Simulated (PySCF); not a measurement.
TlCl, SMILES [Cl][Tl]. Geometry optimised at PBE-D3(BJ)/def2-TZVP. The def2 effective core potentials stand for the cores of Tl; spin–orbit coupling is left out.

The numbers are results of PBE-D3(BJ)/def2-TZVP (PySCF 2.14.0), not measurements.

Harmonic wavenumbers (cm⁻¹): 271. Rotational constants (GHz): 2.629 (linear); symmetry number 1.

**Question.** Work out the zero-point energy and the ideal-gas rigid-rotor harmonic-oscillator thermochemistry at 298.15 K and 1 atm.

**Answer.** ZPE = ½ Σ hcν = ½ × 271 cm⁻¹ = 0.39 kcal/mol. H − E(el) = 2.75 kcal/mol. Entropy in cal/(mol K): translation 42.33, rotation 17.42, vibration 1.59, total 61.34. G − E(el) = -15.54 kcal/mol. Cp = 8.68 cal/(mol K).
